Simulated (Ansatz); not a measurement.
Species: HgCl2, charge 0, multiplicity 1. 
Coordinates optimised at B3LYP-D3(BJ)/def2-TZVP (Ansatz, a program for electronic structure):
```xyz
3

Hg     0.0000     0.0000     0.0000
Cl     0.0000     0.0000    -2.2848
Cl     0.0000     0.0000     2.2848
```
Charge 0, spin multiplicity 1.

Basis-set convergence of Hartree-Fock and CCSD correlation energies (hartree) with Ansatz. Correlated levels leave the core frozen unless marked. No spin-orbit coupling. The frozen core is the preceding noble-gas configuration, with the filled d and f shells of earlier blocks. Past Kr the def2 sets carry scalar-relativistic core potentials.

```json
[
 {"basis": "def2-SVP", "functions": "68", "E(HF)": "-1071.29044", "E(corr, CCSD)": "-0.55817"},
 {"basis": "def2-TZVPP", "functions": "143", "E(HF)": "?", "E(corr, CCSD)": "?"}
]
```

Q: Fill in the missing entries.

A: 
- def2-TZVPP, E(HF): -1071.62240
- def2-TZVPP, E(corr, CCSD): -0.79772
